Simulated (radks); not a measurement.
Species: Er LV. Configuration: [Ne] 3s2 3p2 (the NIST ground configuration).

All-electron calculation, scalar-relativistic Kohn-Sham, PBE, spin-polarised, spherical densities, finite nucleus; open shells are filled with parallel spins first (spin-orbit coupling, left out, can overturn this in heavy ions); Fermi nuclear charge, rms radius 5.2516 fm. Program: a radial shooting solver on a logarithmic mesh with Libxc functionals.

Energy parts (eV):
total: -271761.40
kinetic: 300424.70
electron-nucleus: -595491.96
Hartree: 27102.80
exchange-correlation: -3796.93

Orbitals (lengths in bohr, moments of r in powers of bohr; r(max) is where P^2 peaks):
[
 {"orbital": "1s up", "occ.": "1", "eigenvalue (eV)": "-61444.38", "<r^2>": "0.0005674", "<r>": "0.02036", "<r^4>": "8.622e-07", "r(max)": "0.01286"},
 {"orbital": "1s down", "occ.": "1", "eigenvalue (eV)": "-61437.51", "<r^2>": "0.0005674", "<r>": "0.02036", "<r^4>": "8.620e-07", "r(max)": "0.01286"},
 {"orbital": "2s up", "occ.": "1", "eigenvalue (eV)": "-13531.27", "<r^2>": "0.008595", "<r>": "0.08538", "<r^4>": "0.0001257", "r(max)": "0.07277"},
 {"orbital": "2s down", "occ.": "1", "eigenvalue (eV)": "-13526.03", "<r^2>": "0.008588", "<r>": "0.08535", "<r^4>": "0.0001254", "r(max)": "0.07278"},
 {"orbital": "2p up", "occ.": "3", "eigenvalue (eV)": "-12454.29", "<r^2>": "0.006941", "<r>": "0.07553", "<r^4>": "0.00009386", "r(max)": "0.05907"},
 {"orbital": "2p down", "occ.": "3", "eigenvalue (eV)": "-12446.99", "<r^2>": "0.006937", "<r>": "0.07552", "<r^4>": "0.00009367", "r(max)": "0.05909"},
 {"orbital": "3s up", "occ.": "1", "eigenvalue (eV)": "-5450.636", "<r^2>": "0.04823", "<r>": "0.2058", "<r^4>": "0.003393", "r(max)": "0.1955"},
 {"orbital": "3s down", "occ.": "1", "eigenvalue (eV)": "-5425.889", "<r^2>": "0.04834", "<r>": "0.2060", "<r^4>": "0.003411", "r(max)": "0.1955"},
 {"orbital": "3p up", "occ.": "2", "eigenvalue (eV)": "-5127.082", "<r^2>": "0.04659", "<r>": "0.2009", "<r^4>": "0.003277", "r(max)": "0.1897"},
 {"orbital": "3p down", "occ.": "0", "eigenvalue (eV)": "-5102.505", "<r^2>": "0.04669", "<r>": "0.2011", "<r^4>": "0.003295", "r(max)": "0.1897"}
]

The highest occupied level is 3p up at -5127.1 eV. For comparison, the ionisation energy in NIST's Atomic Spectra Database is 5329 eV (theoretical). In exact Kohn-Sham theory the highest level is minus the ionisation energy, but local and semilocal functionals leave it too shallow, through self-interaction and a potential that decays too fast; potentials with the right tail come closer. The density falls to 0.001 e/bohr^3 at r = 0.60 bohr. Summed over all electrons, <r^2> = 0.2497 bohr^2, which gives a Langevin (diamagnetic) susceptibility term of -0.198 x 10^-6 cm^3/mol.
